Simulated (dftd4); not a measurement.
diphosphane (H4P2), singlet, geometry from GFN2-xTB; dftd4 4.2.0 with D4 for b97d.

dftd4 was given this input:
```
$ dftd4 mol.xyz --func b97d --charge 0 --json dftd4.json --noedisp

# file mol.xyz
6

P     -0.96539623    -0.47513455    -0.03279552
P      0.96539623     0.47513455     0.03279552
H     -1.49020664     0.30760915     0.99617880
H     -1.46238425     0.38946218    -1.00869367
H      1.46238425    -0.38946218     1.00869367
H      1.49020664    -0.30760915    -0.99617880
```

Task: Predict the main parts of the log of this dftd4 run.

Result: 
```
                    ____  _____ _____     ____  _  _
      -------------|  _ \|  ___|_   _|---|  _ \| || |------------
     |             | | | | |_    | | ___ | | | | || |_           |
     |             | |_| |  _|   | ||___|| |_| |__   _|          |
     |             |____/|_|     |_|     |____/   |_|            |
     |             ===================================           |
     |            E. Caldeweyher, S. Ehlert & S. Grimme          |
     |          Mulliken Center for Theoretical Chemistry        |
     |                    University of Bonn                     |
      -----------------------------------------------------------

Rational (Becke-Johnson) damping: b97d-D4-ATM
---------------------
  s6         1.0000
  s8         1.6946
  s9         1.0000
  a1         0.2890
  a2         4.1341
 alp        16.0000
--------------------

Dispersion energy:      -1.9249751821549E-02 Eh

[Info] JSON dump of results written to 'dftd4.json'
```
